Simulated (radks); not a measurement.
Values are calculated unless marked as measured or tabulated.
Task: All-electron atom: Bi XXXVI in [Kr] 4d10 4f2. Code: a radial shooting solver on a logarithmic mesh with Libxc functionals. Model: Dirac Kohn-Sham, relativistic LDA (MacDonald-Vosko exchange, VWN5 correlation), spin-unpolarised, spherical densities, finite nucleus; open shells fill j = l - 1/2 first; Fermi nuclear charge, rms radius 5.5211 fm. Some entries of the table are withheld. Estimate them.

| orbital | occ. | eigenvalue (hartree) | <r^2> (bohr^2) |
|---|---|---|---|
| 1s1/2 | 2 | -3349.568 | 0.0003497 |
| 2s1/2 | 2 | -643.2043 | 0.005235 |
| 2p1/2 | 2 | -620.5676 | 0.003674 |
| 2p3/2 | 4 | -536.5721 | 0.004851 |
| 3s1/2 | 2 | -193.1636 | 0.03356 |
| 3p1/2 | 2 | -182.8975 | 0.03041 |
| 3p3/2 | 4 | -163.8816 | 0.03649 |
| 3d3/2 | 4 | -146.9741 | (1) |
| 3d5/2 | 6 | -142.9196 | (2) |
| 4s1/2 | 2 | -78.37883 | 0.1447 |
| 4p1/2 | 2 | (3) | 0.1436 |
| 4p3/2 | 4 | (4) | 0.1658 |
| 4d3/2 | 4 | -61.04275 | 0.1603 |
| 4d5/2 | 6 | -59.91701 | 0.1668 |
| 4f5/2 | 2 | -50.86725 | 0.1441 |
| 4f7/2 | 0 | -50.55321 | 0.1467 |

Result: 
(1) 3d3/2 <r^2> (bohr^2): 0.02772
(2) 3d5/2 <r^2> (bohr^2): 0.02935
(3) 4p1/2 eigenvalue (hartree): -73.86987
(4) 4p3/2 eigenvalue (hartree): -68.36019
